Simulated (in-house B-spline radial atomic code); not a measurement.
Neutral boron is squeezed into an impenetrable sphere of radius R (the orbitals vanish at R). No spin polarisation. All numbers are computed (scalar-relativistic (X2C) PBE, spherical fractional occupations; Fermi nucleus of rms radius 2.406 fm) with a radial B-spline atomic code at the basis-set limit, not measured.

Energies in eV above the free atom in [He] 2s2 2p1:

```
R (bohr)  highest level (eV)  [He] 2s2 2p1  [He] 2s1 2p2
    9.56               -3.58      0.005806         5.859
    6.48               -3.19        0.1686         6.094
    4.72               -1.51         1.462         7.715
    4.26              -0.346         2.681         9.122
    3.87                1.17          4.55         11.19
    3.05                7.47         14.61         21.65
    2.67                13.2         25.98         32.86
    2.18                26.6         57.58         62.68
    1.69                59.4           141         137.3
    1.48                93.1         217.2         203.1
```

Task: Does [He] 2s1 2p2 fall below [He] 2s2 2p1 under compression?

Result: Yes, between R = 2.18 and 1.69 bohr the order changes (near 1.9 bohr by linear interpolation).

The highest level is first positive in the row R = 3.87 bohr, pushed up by confinement above the zero of the free ion's potential. Each configuration is held fixed and needn't be the lowest in the sphere.
